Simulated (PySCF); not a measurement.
## Magnetisability: `COC1=CC(=O)O1`, C4H4O3

Cartesian coordinates in Å; atom numbers follow the order of the lines, from 1:
```xyz
11

C     1.953    0.321   -0.045
O     0.949   -0.644    0.270
C    -0.283   -0.337    0.026
C    -1.496   -0.956    0.151
C    -2.093    0.235   -0.366
O    -3.092    0.772   -0.673
O    -0.704    0.861   -0.474
H     2.692    0.282    0.754
H     1.520    1.319   -0.120
H     2.419    0.049   -0.994
H    -1.859   -1.900    0.485
```

Computed, not measured: GIAO HF/pcSseg-1 magnetisability, rotational g tensor and spin-rotation constants, non-relativistic, gas phase in PySCF. Geometry: GFN2-xTB.

Problem. How diamagnetic is it, and how anisotropic?

Solution. Isotropic -828 × 10⁻³⁰ J/T², or -49.9 × 10⁻⁶ cm³/mol; principal values -894, -850, -741 × 10⁻³⁰ J/T², anisotropy 137 × 10⁻³⁰ J/T² (root of half the summed squared differences of the principal values). The susceptibility is in cgs units.

Problem. Split it along the inertial axes a, b, c into diamagnetic and paramagnetic parts about the centre of mass, with the quadrupole moment.

Solution. 
```tsv
axis	χ (10⁻⁶ cm³/mol)	diamagnetic (10⁻⁶ cm³/mol)	paramagnetic (10⁻⁶ cm³/mol)	summed x² of all electrons (Å²)	quadrupole Θ (D Å)
a	-47.0	-201.1	154.1	164.8	-1.25
b	-51.4	-741.2	689.8	37.5	+0.36
c	-51.2	-858.2	807.0	9.9	+0.89
```
Anisotropies 2χaa − χbb − χcc = +8.7 and 2χbb − χaa − χcc = -4.6 × 10⁻⁶ cm³/mol. Θ is traceless in Buckingham's convention.

Problem. And the rotational g tensor?

Solution. 
| axis | rotational constant (GHz) | g | nuclear part | electronic part |
| --- | --- | --- | --- | --- |
| a | 9.7474 | -0.1093 | 0.5962 | -0.7056 |
| b | 1.7442 | -0.0167 | 0.5485 | -0.5653 |
| c | 1.4935 | -0.0146 | 0.5516 | -0.5662 |

Asymmetric top; isotopes 12C, 1H, 16O; no vibrational averaging.
